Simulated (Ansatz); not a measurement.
The same molecule with X = F, Cl, Br. Ansatz, PBE0-D4/def2-TZVP geometries, multiplicity 1. Each molecule was computed in one conformer, which needn't be the lowest.

Outer-core shells of Br, Mg are correlated without core-valence functions. Scalar relativity is left out up to krypton. Spin–orbit coupling is left out.

| X | molecule | vertical ionisation energy (CCSD(T)/def2-TZVPP) / eV | mean X–Mg bond length / Å | LUMO energy (ωB97M-V/def2-TZVPP) / eV | HOMO–LUMO gap (PBE/def2-TZVPP) / eV | HOMO energy (PBE/def2-TZVPP) / eV |
| --- | --- | --- | --- | --- | --- | --- |
| F | `[NH2][Mg][F]` | 9.16 | 1.755 | 0.03 | 3.31 | -5.25 |
| Br | `[NH2][Mg][Br]` | 9.12 | 2.334 | 0.04 | 3.32 | -5.31 |

Task: Give the row for X = Cl, `[NH2][Mg][Cl]`. (Estimate.)

Result: The calculation gave: 
```
 X         molecule  vertical ionisation energy (CCSD(T)/def2-TZVPP) / eV  mean X–Mg bond length / Å  LUMO energy (ωB97M-V/def2-TZVPP) / eV  HOMO–LUMO gap (PBE/def2-TZVPP) / eV  HOMO energy (PBE/def2-TZVPP) / eV
Cl  `[NH2][Mg][Cl]`                                                  9.15                      2.184                                   0.06                                 3.36                              -5.31
```

From F to Br the vertical ionisation energy (CCSD(T)/def2-TZVPP) hardly changes; the mean X–Mg bond length rises at each step, by 0.579 Å in all; the LUMO energy (ωB97M-V/def2-TZVPP) hardly changes; the HOMO–LUMO gap (PBE/def2-TZVPP) hardly changes; the HOMO energy (PBE/def2-TZVPP) isn't monotonic: highest at F, lowest at Cl. Bonds lengthen as the atom grows down the group.
